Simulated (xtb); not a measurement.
PbCl₃, SMILES [Cl][Pb-]([Cl])[Cl], charge -1. All values are semi-empirical tight-binding results from xtb (GFN2-xTB unless named), good for trends rather than for accurate numbers. Coordinates come from a GFN2-xTB optimisation. The isomer is the one that the SMILES or the coordinates give; other isomers of the formula were not compared.

Optimised geometry:

```xyz
4

Pb     0.0000     0.0000     0.4242
Cl     2.0194     1.1659    -0.6820
Cl    -2.0194     1.1659    -0.6820
Cl     0.0000    -2.3318    -0.6820
```
Charge -1, spin multiplicity 1.

For metal compounds this method's bond lengths and energies can be far off.

- point group as xtb finds it: C3v
- orbital gap: 5.05 eV
- zero-point energy: 1.3 kcal/mol
- G − E(el) at 298.15 K (modified RRHO): -20.2 kcal/mol

Computed atomic charges and the Wiberg bond orders between heavy atoms:
charges (e) Pb1 0.71, Cl2 -0.57, Cl3 -0.57, Cl4 -0.57. Bond orders Pb1–Cl2 0.67, Pb1–Cl3 0.67, Pb1–Cl4 0.67.
